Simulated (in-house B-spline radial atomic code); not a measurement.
# RPA and G0W0 on SCAN: Ru3+

Configuration [Kr] 4d5, highest spin, mean-field start SCAN. Computed with an all-electron radial atomic-structure program (B-spline basis): all electrons, non-relativistic, point nucleus, each spin shell either full or empty, empty states to l = 9 with an (l + 1/2)⁻⁴ tail; G0W0 by contour deformation at full frequency.

Without relativity these are model numbers: it shifts the levels of so heavy an element strongly and can reorder them.

Command:
```bash
python run_gw.py task.json out
```
Settings (radii: box in bohr, nucleus in fm):
```
Z                        44
electrons                41
configuration            [Kr] 4d5
hamiltonian              nr
method                   scan,scan
lmax                     9
spin_polarised           True
box_radius               14.14
intervals                52
```

Run time, properties included: 2.8 s on 1 thread of Arm Neoverse V2 (shared host).

Energies (hartree):

```json
{"term": "mean-field total", "value": "-4442.12165"}
{"term": "Hartree-Fock functional on these orbitals", "value": "-4439.76762"}
{"term": "direct second order", "value": "-3.3888"}
{"term": "second-order exchange", "value": "0.97588"}
{"term": "SOSEX correction", "value": "0.91146"}
```

Problem. What is the RPA correlation energy, and what remains with SOSEX?

Solution. RPA gives -3.0067 hartree (-2 eV per electron); RPA + SOSEX gives -2.0952, and the second-order doubles -2.413 hartree (no singles). SOSEX takes back 30 % of the RPA value.

Quasi-particle levels (eV):

| level | occupied | mean field | Σx - vxc | Σc | QP weight | G0W0 |
| --- | --- | --- | --- | --- | --- | --- |
| 4d up | yes | -39.77 | -6.88 | ? | ? | ? |
| 4p down | yes | -77.72 | -7.85 | 0.50 | 0.913 | -85.07 |
| 4d down | no | -33.97 | 9.00 | -3.91 | 0.939 | -28.872 |

G0W0 = mean field + (Σx - vxc) + Σc, with Σc (partial-wave tail included) taken at the quasi-particle energy. Only the outer levels were computed. Levels of low weight are left out.

Problem. Where does G0W0 put 4d up?

Solution. At -46.59 eV, with Σc = 0.06 eV and a quasi-particle weight of 0.937. The tabulated removal energy is 45 ± 1.7 eV (NIST, tabulated theory); the calculation leaves out relativity, Breit and QED terms, and what these don't explain is the method's own error.
